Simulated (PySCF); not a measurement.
## Electric field gradients and quadrupole coupling constants

Compound: C4H15NOSi3.
Numbering: `[CH3:1][CH:2]([CH3:3])[C:4](=[O:5])[SiH2:6][N:7]([SiH3:8])[SiH3:9]` (hydrogens: H10, H11, H12 on C1; H13 on C2; H14, H15, H16 on C3; H17, H18 on Si6; H19, H20, H21 on Si8; H22, H23, H24 on Si9)

Geometry (GFN2-xTB, Å), atoms numbered from 1 in this order:
```xyz
24
C4H15NOSi3 angstrom
C     -3.0704   -1.0774   -0.1013
C     -2.1242    0.0651   -0.4587
C     -2.5112    1.3570    0.2627
C     -0.6858   -0.2758   -0.1413
O     -0.3859   -1.3319    0.3765
Si     0.7139    0.9388   -0.6001
N      2.1261    0.0047   -0.3351
Si     3.6585    0.6015   -0.9135
Si     2.1007   -1.5249    0.5713
H     -4.0963   -0.8175   -0.3522
H     -2.7932   -1.9788   -0.6426
H     -3.0111   -1.2917    0.9634
H     -2.1583    0.2487   -1.5396
H     -3.5538    1.5952    0.0632
H     -2.3861    1.2378    1.3366
H     -1.8957    2.1873   -0.0714
H      0.5191    1.3197   -2.0044
H      0.6471    2.1284    0.2599
H      4.2406   -0.3760   -1.8325
H      4.5494    0.8571    0.2182
H      3.3748    1.8552   -1.6134
H      1.5675   -1.3093    1.9108
H      1.6197   -2.6105   -0.2748
H      3.5432   -1.7829    0.7593
```

Field gradients from the PBE0/pcSseg-1 density (PySCF, non-relativistic), principal values in atomic units, ordered |Vxx| ≤ |Vyy| ≤ |Vzz|:

| atom | Vxx | Vyy | Vzz |
| --- | --- | --- | --- |
| O5 | 0.4164 | 1.4117 | -1.8281 |
| N7 | 0.2717 | 0.3249 | -0.5965 |

Task: Find the asymmetry η = (Vxx − Vyy)/Vzz and the couplings χ = eQV/h (234.96 MHz × Q in barn × V in au), with Q(17O) = −0.0256 b, Q(14N) = 0.02044 b.

Result: 
| atom | environment | nucleus | η | χzz (MHz) | χxx (MHz) | χyy (MHz) |
| --- | --- | --- | --- | --- | --- | --- |
| O5 | carbonyl oxygen | 17O | 0.54 | 11.00 | -2.50 | -8.49 |
| N7 | nitrogen bridging silicon atoms | 14N | 0.09 | -2.865 | 1.305 | 1.560 |

The tensor is traceless: Vxx + Vyy + Vzz = 0.

Task: What is Vzz at O5 in SI units (1 au = 9.71736 × 10²¹ V/m²)?

Result: -1.8281 au = -17.764 × 10²¹ V/m².

Were the hydrogens deuterons (Q(2H) = 0.00286 b), χzz would run from 100 kHz (H24) to 212 kHz (H16 and H10).

The structure is a single GFN2-xTB conformer in the gas phase; no vibrational or solvent corrections. GFN2-xTB bond lengths can be off by several hundredths of an ångström, more for odd bonds, and the gradients follow them. The small basis limits the accuracy of the gradients.
